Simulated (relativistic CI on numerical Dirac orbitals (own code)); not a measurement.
Ru5+: L-alpha,beta X-ray emission

Computed with this model: Dirac-Coulomb-Breit CI, KLI orbitals optimised for each configuration, model QED, valence Slater integrals scaled by 0.9, multiplet model of X-ray emission after core ionisation; configurations [Kr] 4d3 → [He] 2s2 2p5 3s2 3p6 3d10 4s2 4p6 4d3 → [Ar] 3d9 4s2 4p6 4d3; 300 K; Lorentzian 1.4 eV and Gaussian 0.6 eV FWHM. Energies are those of the free ion, without screening or charge transfer. S is read from ⟨S²⟩ = S(S + 1).

Field parameters in Wybourne normalisation: Td as Oh with Dq negative (B⁴₀ = 21Dq, B⁴₄ = √(5/14) B⁴₀). The field is a parameter set, without covalency.

Computed curve for Td, 10Dq = -3800 cm⁻¹, scaled to 100 at the maximum (points under 2 are left out and the grid is thinned):

Energy (eV), Intensity and a bar:
```
   2553.4        2.1 
   2554.0        2.7 
   2554.6        3.6 
   2555.2        5.3 #
   2555.8        8.0 ##
   2556.2       10.1 ##
   2556.8       12.3 ###
   2557.4       12.5 ###
   2558.0       12.3 ###
   2558.6       14.8 ####
   2559.2       22.1 ######
   2559.8       39.9 ############
   2560.4       73.0 ######################
   2561.0      100.0 ##############################
   2561.6       78.2 #######################
   2562.0       50.7 ###############
   2562.6       24.6 #######
   2563.2       13.4 ###
   2563.8        8.3 ##
   2564.4        5.6 #
   2565.0        4.1 #
   2565.6        3.1 
   2566.2        2.4 
   2681.6        2.1 
   2682.2        2.9 
   2682.6        3.7 
   2683.2        5.6 #
   2683.8        8.8 ##
   2684.4       14.1 ####
   2685.0       25.6 #######
   2685.6       44.4 #############
   2686.2       49.3 ##############
   2686.8       33.7 ##########
   2687.4       19.7 #####
   2688.0       11.7 ###
   2688.4        8.4 ##
   2689.0        5.3 #
   2689.6        3.6 
   2690.2        2.7 
   2690.8        2.1
```

The ground state has S = 1.49, and the centroid lies at 2603.28 eV.
